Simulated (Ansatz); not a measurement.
Au(CO)H (CHAuO), relaxed as a singlet with RKS PBE0-D4/def2-TZVP in Ansatz, starting from the GFN2-xTB geometry. Force threshold 0.02 eV/Å.

In the def2 sets Au takes a core potential; there is no spin–orbit coupling.

Start:

```tsv
atom	x (Å)	y (Å)	z (Å)
Au1	-0.1041	-0.7994	0.3236
C2	0.5904	0.8849	-0.1787
O3	0.4415	1.8885	-0.6901
H4	-0.9278	-1.9740	0.5452
```

```tsv
step	energy (eV)	largest force component (eV/Å)	SCF passes
1	-6791.3325	3.883	25
2	-6791.7131	0.497	36
3	-6791.7564	0.517	30
4 (rejected)	-6791.5935	8.546	35
5	-6791.8052	0.517	35
6	-6791.8298	0.372	37
7	-6791.8322	0.200	29
8	-6791.8340	0.013	32
```

Force components are those of the run's own axes.

End:

```xyz
4

Au   -0.292   -0.775    0.241
C     0.374    0.991   -0.308
O     0.756    2.001   -0.622
H    -0.839   -2.217    0.689
```

By distances, no bond broke or formed. The bond that changes most is Au1–H4, from 1.45 to 1.61 Å (atoms count from 1).

No frequencies were taken in this run, so the end may be a saddle point.

Hardware: 4 threads of Arm Neoverse V2 on a shared host. Wall time 7 s.
